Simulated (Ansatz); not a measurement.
Si2N2O, relaxed as a singlet with RKS r2SCAN-D4/def2-SVP in Ansatz, starting from the GFN2-xTB geometry. Force threshold 0.02 eV/Å.

The restricted singlet is unstable towards broken spin symmetry in Hartree–Fock (as tested in another run); at r2SCAN-D4/def2-SVP this wasn't settled. Another isomer (singlet) lies 1.84 eV lower at PBE0-D4/def2-TZVP; other spin states weren't run for this one.

Start:

```xyz
5

Si   -0.843    2.799   -0.012
Si    0.440   -1.353   -0.116
N    -0.128    0.045    0.431
N    -0.384    1.273   -0.001
O     0.915   -2.765   -0.302
```

```csv
step,energy (eV),largest force component (eV/Å),SCF passes
1,-20766.4021,1.833,19
2,-20766.4906,1.244,23
3,-20766.6112,1.125,29
4,-20766.6493,2.144,30
5,-20766.6821,0.622,23
6,-20766.6942,0.165,22
7,-20766.6967,0.153,23
8,-20766.6973,0.043,23
9,-20766.6974,0.040,24
10,-20766.6975,0.030,25
11,-20766.6975,0.022,16
12,-20766.6975,0.000,15
```

Force components are those of the run's own axes.

End:

```csv
atom,x (Å),y (Å),z (Å)
Si1,-0.8616,2.8014,0.0560
Si2,0.5024,-1.3246,-0.3880
N3,-0.0915,0.0549,0.2851
N4,-0.4086,1.2572,0.1086
O5,0.8593,-2.7889,-0.0617
```

By distances, no bond broke or formed. The bond that changes most is N3–N4, from 1.33 to 1.26 Å (atoms count from 1).

No frequencies were taken in this run, so the end may be a saddle point.

Run time 9.5 s (4 threads of Arm Neoverse V2 on a shared host).
